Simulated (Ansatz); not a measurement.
Computed with Ansatz.

Basis-set series for F$_{3}$HOSW, SMILES `[OH][W]([F])([F])([F])=[S]`. Charge 0, multiplicity 1. W takes the def2 core potential. The structure was optimised at the PBE0-D4/def2-TZVP level. It is one conformer, not always the lowest.

Cartesian coordinates in Å:
```
O -0.288 0.364 -1.462
W 0.184 -0.168 0.268
F 1.640 -1.001 -0.505
F -0.755 1.345 0.829
F 1.292 0.213 1.707
S -1.089 -1.742 0.833
H -0.985 0.990 -1.671
```

```json
{"functional": "PBE0-D4", "basis": "def2-TZVPP", "functions": "236", "energy (Eh)": "-840.57448", "HOMO (eV)": "-8.82", "LUMO (eV)": "-3.47"}
{"functional": "PBE0-D4", "basis": "def2-QZVPP", "functions": "409", "energy (Eh)": "-840.60736", "HOMO (eV)": "-8.84", "LUMO (eV)": "-3.48"}
{"functional": "ωB97M-V", "basis": "def2-TZVPP", "functions": "236", "energy (Eh)": "-840.87441", "HOMO (eV)": "-10.93", "LUMO (eV)": "-1.21"}
{"functional": "ωB97M-V", "basis": "def2-QZVPP", "functions": "409", "energy (Eh)": "-840.90539", "HOMO (eV)": "-10.96", "LUMO (eV)": "-1.24"}
```

Problem. Give the rows for def2-SVP. (Estimate.)

Solution. The calculation gave: 
```
functional     basis  functions  energy (Eh)  HOMO (eV)  LUMO (eV)
   PBE0-D4  def2-SVP        111   -839.94531      -8.88      -3.62
   ωB97M-V  def2-SVP        111   -840.23608     -10.97      -1.34
```
